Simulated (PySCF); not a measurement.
Adding and removing an electron: ZnH

PBE0; PySCF, scalar-relativistic core potentials, basis sets Zn cc-pVDZ-PP with ECP10, H cc-pVDZ. Neutral (UKS): doublet (σ ↑), Re = 1.603 Å, ωe = 1581 cm⁻¹, De = 1.00 eV, HOMO -5.46 eV, LUMO -2.32 eV.

ZnH⁺ (UKS): singlet (closed shell), Re = 1.510 Å, ωe = 1951 cm⁻¹, De = 2.45 eV to Zn⁺ + H. The energies at the minima are -227.58145 hartree for ZnH and -227.29185 for ZnH⁺.

Q: Work out the adiabatic ionisation energy, without and with harmonic zero-point energies (1 hartree = 27.2114 eV, 1 eV = 8065.5 cm⁻¹), and the change of the bond length.

A: At PBE0: 0.28960 hartree = 7.880 eV between the minima; the zero-point term (1951.0 − 1581.0)/2 cm⁻¹ = +0.023 eV makes it 7.903 eV. Re changes by -9.3 pm against the neutral. The electron leaves a σ orbital, and the shorter bond of the ion fits an antibonding orbital, or a change in how ionic the bond is.

For an ion De counts to the pair picked by the measured ionisation energies or electron affinities, which need not be the lowest pair at this level. States were picked by a PBE0 search and need not be the measured ground states.
